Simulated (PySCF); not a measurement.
CH8Si2, SMILES [SiH3]C[SiH3] (connectivity only; charge and spin as stated), charge +1, multiplicity 2. Geometry optimised at PBE0-D3(BJ)/def2-SVP. The spin state was assumed, not searched.

Method: PBE0-D3(BJ)/def2-SVP in PySCF 2.14.0.

Harmonic wavenumbers (cm⁻¹): 149, 157, 205, 396, 440, 467, 510, 552, 653, 718, 783, 812, 846, 847, 858, 861, 920, 931, 1369, 2126, 2140, 2294, 2300, 2330, 2333, 3112, 3207. Rotational constants (GHz): 13.48, 3.455, 3.011; symmetry number 2.

Problem. Work out the zero-point energy and the ideal-gas rigid-rotor harmonic-oscillator thermochemistry at 298.15 K and 1 atm.

Solution. ZPE = ½ Σ hcν = ½ × 32317 cm⁻¹ = 46.20 kcal/mol. H − E(el) = 50.97 kcal/mol. Entropy in cal/(mol K): translation 38.91, rotation 23.86, vibration 13.11, spin 1.38, total 77.26. G − E(el) = 27.94 kcal/mol. Cp = 26.50 cal/(mol K). Modes under 150 cm⁻¹ make the vibrational entropy uncertain.
